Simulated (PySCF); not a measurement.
Screening by computed properties: pick the candidate that meets the target.

Each SMILES stands for a single optimised conformer of the isolated species, non-relativistic unless stated. Electronic properties by PySCF.

Dipoles, sizes and rotational constants follow the conformer. The torsions of the flexible species, by atom-mapped SMILES:
- `[CH3:1][Si:2]([CH3:3])([CH3:4])[C:5]([F:6])([F:7])[Cl:8]`: C1–Si2–C5–F6 179°
- `[CH3:1][O:2][c:3]1[cH:4][cH:5][cH:6][n:7][cH:8]1`: C1–O2–C3–C4 180°
- `[CH3:1][S:2][c:3]1[cH:4][cH:5][cH:6][s:7]1`: C1–S2–C3–C4 180°
- `[CH2:1]=[CH:2][NH:3][CH:4]=[O:5]`: C1–C2–N3–C4 180°, C2–N3–C4–O5 0°
- `[CH:1]#[C:2][C:3](=[O:4])[N:5]([CH3:6])[CH:7]=[CH2:8]`: C2–C3–N5–C6 179°, C3–N5–C7–C8 180°

**Question.** Wanted: HOMO–LUMO gap below 7.7 eV (CAM-B3LYP/def2-SVPD) and static isotropic polarisability above 84 au (CAM-B3LYP/def2-SVPD), at GFN2-xTB geometries. Which candidate meets both?
A. `C#CC(=O)N(C)C=C`
B. `Cc1cccc[n+]1[O-]`
C. `C=CNC=O`
D. `COC1=CC=CN=C1`
E. `C[Si](C)(C)C(F)(F)Cl`
F. `CSC1=CC=CS1`

**Answer.** F. Computed values:
| species | HOMO–LUMO gap | static isotropic polarisability |
| --- | --- | --- |
| Cc1cccc[n+]1[O-] | 7.42 eV | 83.2 au |
| CSC1=CC=CS1 | 7.66 eV | 96.1 au |
| C#CC(=O)N(C)C=C | 7.83 eV | 85.2 au |
| COC1=CC=CN=C1 | 8.39 eV | 79.4 au |
| C=CNC=O | 8.82 eV | 52.0 au |
| C[Si](C)(C)C(F)(F)Cl | 10.82 eV | 90.0 au |

**Question.** Wanted: HOMO energy between -9 eV and -7.8 eV (CAM-B3LYP/def2-SVPD) and dipole moment above 2.5 D (CAM-B3LYP/def2-SVPD), at GFN2-xTB geometries. Which candidate meets both?
A. `C[Si](C)(C)C(F)(F)Cl`
B. `CSC1=CC=CS1`
C. `COC1=CC=CN=C1`
D. `C=CNC=O`
E. `Cc1cccc[n+]1[O-]`

**Answer.** D. Computed values:
```
             species  HOMO energy  dipole moment
C[Si](C)(C)C(F)(F)Cl     -9.89 eV         3.23 D
             C=CNC=O     -8.29 eV         3.62 D
       COC1=CC=CN=C1     -8.09 eV         1.76 D
    Cc1cccc[n+]1[O-]     -7.56 eV         3.99 D
         CSC1=CC=CS1     -7.08 eV         0.95 D
```

**Question.** Wanted: lowest triplet excitation (Tamm–Dancoff) above 5 eV (TDA CAM-B3LYP/def2-SVPD) and lowest singlet excitation above 5 eV (TDDFT CAM-B3LYP/def2-SVPD), at GFN2-xTB geometries. Which candidate meets both?
A. `C[Si](C)(C)C(F)(F)Cl`
B. `s1c[n+](cc1F)C`
C. `CC1=CC=CC=[N+]1[O-]`
D. `COc1cccnc1`
E. `CSc1cccs1`

**Answer.** A. Computed values:
| species | lowest triplet excitation (Tamm–Dancoff) | lowest singlet excitation |
| --- | --- | --- |
| CC1=CC=CC=[N+]1[O-] | 2.78 eV | 4.57 eV |
| CSc1cccs1 | 3.35 eV | 4.86 eV |
| s1c[n+](cc1F)C | 3.72 eV | 5.39 eV |
| COc1cccnc1 | 4.06 eV | 5.04 eV |
| C[Si](C)(C)C(F)(F)Cl | 6.56 eV | 7.44 eV |

**Question.** Wanted: electronic spatial extent ⟨r²⟩ about the centre of nuclear charge between 1050 bohr² and 1200 bohr² (CAM-B3LYP/def2-SVPD) and smallest rotational constant below 2 GHz (GFN2-xTB), at GFN2-xTB geometries. Which candidate meets both?
A. `c1sc(cc1)SC`
B. `C(C#C)(=O)N(C=C)C`
C. `C[Si](C)(C)C(F)(F)Cl`
D. `C=CNC=O`

**Answer.** A. Computed values:
| species | electronic spatial extent ⟨r²⟩ about the centre of nuclear charge | smallest rotational constant |
| --- | --- | --- |
| C=CNC=O | 463 bohr² | 2.615 GHz |
| C(C#C)(=O)N(C=C)C | 1016 bohr² | 1.129 GHz |
| c1sc(cc1)SC | 1077 bohr² | 1.059 GHz |
| C[Si](C)(C)C(F)(F)Cl | 1399 bohr² | 0.997 GHz |
